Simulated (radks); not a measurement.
Values are calculated unless marked as measured or tabulated.
All-electron atom: Er LII in [Ne] 3s2 3p5. Level of theory: Dirac Kohn-Sham, PBE, spin-unpolarised, spherical densities, finite nucleus; open shells are shared between the two j in proportion to 2j + 1; Fermi nuclear charge, rms radius 5.2516 fm (a radial shooting solver on a logarithmic mesh with Libxc functionals). Some entries of the table are withheld. Estimate them.

| orbital | occ. | eigenvalue (eV) | <r> (bohr) | <1/r> (bohr^-1) |
|---|---|---|---|---|
| 1s1/2 | 2 | -60854.39 | 0.02037 | 77.55 |
| 2s1/2 | 2 | (1) | 0.08502 | 18.85 |
| 2p1/2 | 2 | -12647.39 | 0.07072 | 18.78 |
| 2p3/2 | 4 | -11712.70 | 0.07775 | 16.31 |
| 3s1/2 | 2 | (2) | (3) | 7.510 |
| 3p1/2 | 1.66667 | -4942.157 | (4) | 7.437 |
| 3p3/2 | 3.33333 | -4703.852 | (5) | 6.781 |
| 3d3/2 | 0 | -4481.155 | 0.1782 | 6.652 |
| 3d5/2 | 0 | -4424.587 | 0.1816 | 6.491 |
| 4s1/2 | 0 | -2674.913 | 0.3919 | 3.926 |

Answer. 
(1) 2s1/2 eigenvalue (eV): -13066.35
(2) 3s1/2 eigenvalue (eV): -5099.878
(3) 3s1/2 <r> (bohr): 0.2080
(4) 3p1/2 <r> (bohr): 0.1962
(5) 3p3/2 <r> (bohr): 0.2070
